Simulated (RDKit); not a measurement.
Job for RDKit: UFF on H4SeSi (SMILES [SiH3][SeH]), a point of a torsion scan.

```python
from rdkit import Chem
from rdkit.Chem import AllChem, rdDetermineBonds

blocks = [
'''6

Si   -0.62418084    0.00392565    0.00663285
Se    1.50094872    0.83338714   -0.07481847
H    -0.76888176   -0.75513203    1.24346285
H    -1.45385762    1.19822127   -0.02068350
H    -0.82445810   -0.84810700   -1.15990176
H     2.16994034   -0.43455627   -0.03552677
''',
]
mol = None
for b in blocks:
    f = Chem.MolFromXYZBlock(b)
    rdDetermineBonds.DetermineBonds(f, charge=0)
    mol = f if mol is None else Chem.CombineMols(mol, f)
Chem.SanitizeMol(mol)
print(Chem.MolToSmiles(Chem.RemoveHs(mol)))
ff = AllChem.UFFGetMoleculeForceField(mol, vdwThresh=100.0, ignoreInterfragInteractions=False)
e = ff.CalcEnergy()
print(f'UFF energy {e:.6f} kcal/mol')
```

It printed:

```
[SiH3][SeH]
UFF energy 2.742098 kcal/mol
```

The run finished.

Cost: roughly 0.010 core-seconds.
